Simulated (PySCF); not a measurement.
Gas-phase reaction: BHCl₂ + (HBO₂)₃ → 2 B₂O₃ + 2 H₂ + 2 Cl

Computed with PySCF and rigid-rotor harmonic-oscillator thermochemistry at 1 bar. † marks an energy on the PBE0/def2-TZVP geometry and frequencies; other levels use their own. MP2 freezes the core. 6-31G* has spherical d functions here. Open shells (unrestricted): Cl (multiplicity 2); the rest are closed-shell singlets. Spin-orbit splitting is ignored; it lowers the true energy and changes the entropy of Cl. MP2 isn't extrapolated to the basis-set limit.

| level | ΔH°(298 K), kJ |
|---|---|
| HF/6-31G* | 919 |
| MP2/def2-SVP† | … |
| MP2/def2-TZVPP† | 1079 |
| r2SCAN/def2-TZVP† | … |
| LDA/def2-TZVP† | 1292 |
| ωB97X-V/def2-TZVP† | … |

Task: Complete the blanks.

Result: 
- MP2/def2-SVP†, ΔH°(298 K), kJ: 1010
- r2SCAN/def2-TZVP†, ΔH°(298 K), kJ: 1097
- ωB97X-V/def2-TZVP†, ΔH°(298 K), kJ: 1107
